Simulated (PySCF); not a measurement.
Two-component Hartree-Fock for Pt(2+) (platinum, charge +2)

Start: [Xe] 4f14 5d8; 5d3/2 filled at m_j = -3/2, -1/2, +1/2, +3/2; 5d5/2 filled at m_j = -1/2, +1/2, +3/2, +5/2. Calculated with PySCF 2.14 in x2c-SVPall-2c: generalised Hartree-Fock with the X2C-1e Hamiltonian and a Gaussian nucleus; one run each with spin-orbit coupling (SO) switched off, then screened by Boettger's factors.

```
spinor shell  electrons  ε, spin-free (eV)  ε, screened SO (eV)  weight of nominal j (screened SO)  rms radius, screened SO (bohr)
       1s1/2          2           -78847.7             -78819.0                              1.000                          0.0194
       2s1/2          2           -14019.1             -14010.0                              1.000                          0.0782
       2p1/2          2           -12163.4             -13406.5                              1.000                          0.0663
       2p3/2          4           -12163.4             -11671.5                              1.000                          0.0741
       3s1/2          2            -3376.6              -3373.5                              1.000                           0.200
       3p1/2          2            -2827.4              -3103.4                              1.000                           0.191
       3p3/2          4            -2827.4              -2715.9                              1.000                           0.207
       3d3/2          4            -2222.5              -2269.8                              1.000                           0.183
       3d5/2          6            -2222.5              -2187.8                              1.000                           0.186
       4s1/2          2            -778.10              -777.07                              1.000                           0.441
       4p1/2          2            -594.88              -661.17                              1.000                           0.447
       4p3/2          4            -594.88              -567.74                              1.000                           0.480
       4d3/2          4            -367.39              -377.31                              1.000                           0.497
       5s1/2          2            -141.10              -140.86                              1.000                            1.02
       4f5/2          6            -112.54              -114.03                              0.998                           0.564
       4f7/2          8            -112.54              -110.48                              0.999                           0.565
       5p1/2          2            -90.463              -101.90                              0.995                            1.16
       5p3/2          4            -90.463              -85.451                              0.997                            1.19
       5d3/2          4            -32.128              -33.132                              0.897                            1.64
       5d5/2          4            -32.128              -31.170                              0.916                            1.70
```

(1) Where does 4d5/2 lie, and what is the 4d spin-orbit splitting (screened SO)?

```csv
quantity,spin-free,screened SO
E (hartree),-18397.81381,-18424.58110
M_J,4,4
⟨J²⟩,20.019,20.014
⟨L²⟩,12.015,12.440
⟨S²⟩,2.004,2.056
```

Each row is a mean over spinors that exchange with the open shell spreads, by up to 6.698 eV (5p3/2).

Rows whose weight is well below 1 are mixtures of j = l ± 1/2: exchange outweighs spin-orbit coupling there, and the label is only the starting occupation.

Breit and QED terms are absent; they matter most for the inner s and p1/2 levels.

Densities and radii are taken from the X2C orbitals without a picture-change correction, which distorts them close to the nucleus.

Without spin-orbit coupling the j labels of p, d and f shells carry no meaning; the spin-free column gives the mean over the occupied spinors of each nl shell.

Results:

(1) At -359.62 eV, 17.690 eV above 4d3/2.
